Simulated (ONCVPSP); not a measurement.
## Before and after: ONCV potential for Sb

| Item | Value |
| --- | --- |
| Element | Sb |
| Generator | ONCVPSP 4.0.1 |
| Type | optimised norm-conserving Vanderbilt (ONCV) |
| Functional | BLYP |
| Relativity | scalar-relativistic |
| Frozen core | [Kr] |
| Valence charge | 15 |
| Reference configuration | 4d10 5s2 5p3 |
| Partial waves | 5s: rc 1.60 bohr, ncon 4, nbas 9, qcut 3.3 1/bohr, 2 projectors, debl 3 Ha; 5p: rc 1.80 bohr, ncon 4, nbas 8, qcut 4.8 1/bohr, 2 projectors, debl 2 Ha; 4d: rc 1.25 bohr, ncon 4, nbas 9, qcut 12.1 1/bohr, local |
| Local potential | the d channel |
| Core correction | Teter function, fcfact 2.5, rcfact 1.05 |

Change: all radii but the core radius scaled by about 1.23 (s 1.98, p 2.22, d 1.54 bohr).

Cutoffs: the cutoffs (Ha) at which the residual kinetic energy of the hardest occupied pseudo-wave falls to 1 and 0.1 mHa per electron; they do not see the model core or the augmentation charge, which bear on the density cutoff. Errors are all-electron minus pseudo energies relative to the spin-unpolarised reference configuration.

Task: What does the change do?

Result: The potential gets softer (49 Ha and 84 Ha → 45 Ha and 53 Ha); both files keep a bound ghost (p, s); the number of tests with a reliable result goes from 4 to 0. A larger radius leaves more room for a smooth pseudo-wave, so fewer plane waves are needed.

```tsv
quantity	base	changed
cutoff, loose	49 Ha	45 Ha
cutoff, tight	84 Ha	53 Ha
loose cutoff by channel	s 14 Ha, p 6.5 Ha, d 49 Ha	s 11 Ha, p 7.0 Ha, d 45 Ha
bound ghosts	s, p	s, p
GHOST(+) flags under 300 eV	none	none
tests with a reliable result	4 of 4	0 of 4
rms error of d²Exc/dni dnj with the model core, mHa	3.76	3.81
```

 A true bound ghost makes a file unfit for plane-wave use even where its test errors are small: the radial tests pick states by their node count and pass the ghost by.
